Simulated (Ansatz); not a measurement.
System: CH3GeO2, charge 0, multiplicity 2. It need not be the lowest isomer of its formula. SMILES: [O]([GeH3])[C]=O
Coordinates optimised at B3LYP-D3(BJ)/def2-TZVP (Ansatz, a program for electronic structure):
```
Ge
H 1 1.5283
H 1 1.5297 2 113.57
H 1 1.5297 2 113.57 3 131.61
O 1 1.8760 2 101.20 3 -114.20
C 5 1.2981 1 118.88 2 180.00
O 6 1.1884 5 132.20 1 0.00
```
Charge 0, spin multiplicity 2.

Wanted: atomisation energy (electronic, to ground-state atoms), in kcal/mol. Valence correlation only, unless marked. UHF or UKS for open shells. Spin-orbit coupling is left out. Frozen are the shells of the preceding noble gas and the d and f shells that filled before the atom's block. No relativistic terms. The coupled-cluster limit lacks core correlation, which all-electron functionals hold. CBS marks a two-point X^-3 extrapolation of the correlation energy; Hartree-Fock from the larger set.

| level | program | atomisation energy (kcal/mol) |
|---|---|---|
| B2PLYP-D3(BJ)/def2-TZVPD | Ansatz + dftd3 | ? |
| SCS-MP2/STO-3G | Ansatz | 550.3 |
| CCSD(T)/CBS(cc-pVTZ,cc-pVQZ) | Ansatz | ? |

Problem. Complete the blanks.

Solution. 
- B2PLYP-D3(BJ)/def2-TZVPD, atomisation energy (kcal/mol): 582.4
- CCSD(T)/CBS(cc-pVTZ,cc-pVQZ), atomisation energy (kcal/mol): 586.2
